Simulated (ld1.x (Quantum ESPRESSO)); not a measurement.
## W (Z = 74), ultrasoft: configuration errors across variants

tungsten (W), ultrasoft, made with ld1.x (Quantum ESPRESSO) 7.5 (BLYP, scalar-relativistic). Core [Xe] 4f14, reference 5d4 6s0.5 6p0 (charge +1.5). Waves: 6s (bound): rcut 2.30, rcutus 2.45 bohr; 6s channel at -0.45 Ry: rcut 2.30, rcutus 2.45 bohr; 6p (bound, empty): rcut 2.65, rcutus 3.25 bohr; 6p channel at -0.3 Ry: rcut 2.65, rcutus 3.25 bohr; 5d (bound): rcut 1.55, rcutus 1.75 bohr; 5d channel at 0.7 Ry: rcut 1.55, rcutus 1.75 bohr. Local part: all-electron potential smoothed inside 2.20 bohr (lloc = -1). Core correction: a·sin(br)/r model core, default radius (core density twice the valence density). Augmentation charge: PSQ, inside the norm-conserving radii.

All-electron excitation energies from the reference (eV): (1) 5d4 6s2 6p0 -15.783; (2) 5d4 6s1 6p0 -6.968; (3) 5d4 6s0 6p0 8.783; (4) 5d4 6s0 6p2 -6.497; (5) 5d5 6s1 6p0 -14.208; (6) 5d4 6s0 6p1 -1.514; (7) 5d4.5 6s1.5 6p0 -15.072.

The default core radius of the base comes out at 1.56 bohr.

The overlap operator is not positive definite (basis up to 400 Ry) in “waves 6s (bound): rcut 2.16, rcutus 2.28 bohr; 6s channel at -0.45 Ry: rcut 2.16, rcutus 2.28 bohr”. Such files are unfit for use, however small their errors in these radial tests.

4 further variants failed, have other tests or another functional or relativity, and are left out.

A true bound ghost makes a file unfit for plane-wave use even where its test errors are small: the radial tests pick states by their node count and pass the ghost by.

The file “waves 6s (bound): rcut 2.16, rcutus 2.28 bohr; 6s channel at -0.45 Ry: rcut 2.16, rcutus 2.28 bohr” misses its own reference levels by 4.0 eV.

Errors AE − PS in meV (a dash: test not solved or not reliable):

| change | (1) | (2) | (3) | (4) | (5) | (6) | (7) | bound ghosts |
| --- | --- | --- | --- | --- | --- | --- | --- | --- |
| base | +483 | +0.2 | -5.3 | +2.9 | +78 | +1.2 | +238 | s |
| waves 6p (bound): rcut 2.65, rcutus 3.66 bohr; 6p channel at -0.3 Ry: rcut 2.65, rcutus 3.66 bohr | +483 | +0.2 | -5.3 | +1.6 | +78 | +0.4 | +238 | s |
| local potential all-electron potential smoothed inside 3.25 bohr (lloc = -1) | +1.8 | +1.3 | -5.4 | +2.9 | -20 | +1.2 | -6.9 | s |
| core correction a·sin(br)/r model core inside 1.46 bohr | +475 | -0.3 | -5.6 | +2.8 | +77 | +1.2 | +235 | s |
| augmentation built from norm-conserving waves at rcut, not smoothed further | -7.7 | +0.5 | -5.2 | -2.8 | -22 | -0.7 | -5.8 | s |
| waves 6s (bound): rcut 2.16, rcutus 2.28 bohr; 6s channel at -0.45 Ry: rcut 2.16, rcutus 2.28 bohr | – | – | – | – | – | – | – | not determined (overlap not positive) |

Task: Give the same row for: wave 6p channel at -0.3 Ry: rcut 2.65, rcutus 3.25 bohr becomes 6p channel at 3.1 Ry: rcut 2.65, rcutus 3.25 bohr.

Result: +483, +0.2, -5.3, +4.0, +78, +1.3, +238; bound ghosts: s.
